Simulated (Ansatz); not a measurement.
Cost and result for the atomization energy of H5NOSSn, SMILES `[NH2][SnH]([OH])[SH]` (9 atoms, 8 bonds).

```xyz
9

N    -0.824    0.139   -1.657
Sn    0.166   -0.418   -0.003
O    -1.286   -0.778    1.263
S     1.532    1.343    0.916
H    -1.667    0.655   -1.438
H    -0.279    0.678   -2.317
H     1.095   -1.821   -0.255
H    -1.175   -0.280    2.077
H     2.437    0.483    1.413
```

Total charge 0; spin multiplicity 1. Correlated methods include outer-core shells of Sn, which these sets cover unevenly. Sn: def2 effective core potential. The geometry is a stationary point of PBE0-D4/def2-TZVP. It is one conformer, not always the lowest. Program: Ansatz. All runs use 4 threads of a server CPU on a shared host. Times are those of one run each, without the atoms' runs, and a repeat can differ threefold. Electronic energies, without spin–orbit coupling; frozen cores. CCSD(T)/CBS adds CCSD(T) − MP2 in def2-TZVPP to the MP2 limit, and its time is that of the two runs behind it. T1 = 0.013. With those shells the extrapolation isn't a true limit. B3LYP takes the VWN-RPA correlation (the form of Gaussian; ORCA's B3LYP/G). HSE06 is the plane-wave form, built on full-range PBE exchange.

CCSD(T)/CBS is a level of theory with its own doubt, some kJ/mol a heavy atom from the limit and from the frozen cores, so smaller differences don't rank the functionals.

| level | functions | wall time | atomization (kJ/mol) | difference from CCSD(T)/CBS | per bond |
| --- | --- | --- | --- | --- | --- |
| LDA (SPW92)/def2-TZVPP | 224 | 1 s | 3175.0 | 414.5 | 51.8 |
| revPBE-D4/def2-TZVPP | 224 | 1.5 s | 2689.2 | -71.3 | -8.9 |
| PBE-D4/def2-TZVPP (with forces) | 224 | 1.8 s | 2772.1 | 11.6 | 1.4 |
| HSE06-D4/def2-TZVPP | 224 | 2.4 s | 2697.2 | -63.3 | -7.9 |
| B3LYP-D4/def2-TZVPP (with forces) | 224 | 3.4 s | 2715.1 | -45.4 | -5.7 |
| r2SCAN-D4/def2-TZVPP (with forces) | 224 | 3.7 s | 2717.9 | -42.6 | -5.3 |
| CCSD(T)/def2-SVP | 97 | 3.7 s | 2455.5 | -305.0 | -38.1 |
| ωB97X-V/def2-TZVPP | 224 | 6 s | 2751.8 | -8.7 | -1.1 |
| B97M-V/def2-TZVPP | 224 | 6.5 s | 2754.8 | -5.7 | -0.7 |
| ωB97M-V/def2-TZVPP (with forces) | 224 | 8.5 s | 2738.2 | -22.3 | -2.8 |
| MP2/def2-QZVPP | 416 | 13 s | 2741.1 | -19.4 | -2.4 |
| CCSD(T)/def2-TZVPP | 224 | 120 s | 2648.7 | -111.8 | -14.0 |
| CCSD(T)/CBS(def2) | – | 2.1 min | 2760.5 | 0.0 | 0.0 |

The D4 term adds +31.1 kJ/mol with B3LYP and +16.5 kJ/mol with PBE0; it sums over pairs of atoms, weighted by their polarisabilities, and B3LYP, whose exchange is more repulsive, gets the larger term. From PBE to PBE0 (25 % exact exchange), in def2-TZVPP and without D4, the atomization energy moves by −73.7 kJ/mol: exact exchange takes away binding that semilocal exchange gives to molecules. At CCSD(T), def2-SVP lies −305.0 kJ/mol from the extrapolated value and def2-TZVPP −111.9 kJ/mol: correlation converges slowly with the basis, and small sets miss more of it in the bonded molecule than in its fragments.

Spin–orbit coupling would lower the free Sn atoms strongly, and the atomization energy with them, by more than many differences here. For some Ge, Se and Sn compounds the MP2-based and the directly extrapolated limit differ by 10 to 25 kJ/mol.
